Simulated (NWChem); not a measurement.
CHBF$_{4}$O; SMILES FC(F)(F)B(F)O

```xyz
8

B      0.0129     0.9909     0.0000
C     -0.0492    -0.6268     0.0000
F     -0.6786    -1.1161    -1.0943
F     -0.6786    -1.1161     1.0943
F      1.2219    -1.1453     0.0000
F     -1.1194     1.6854     0.0000
O      1.1981     1.6305     0.0000
H      1.9385     0.9927     0.0000
```
Atoms are numbered in this order, from 1.

All runs: NWChem. Pople sets run with spherical d functions. Coordinates come from a PBE-D3(BJ)/def2-SVP optimisation. Level r2SCAN/6-31G*: energy and gradient on several grids; changes count from the extra-fine grid, which is no exact limit either.

```csv
grid,size of the energy change (μHa),largest change of a gradient component (μHa/bohr),"time, medium = 1 (rough)"
xcoarse,4000,5000,about 1
coarse,900,100,about 1
medium,500,50,about 1
fine,60,< 30,about 1
xfine,< 10,< 30,2
```
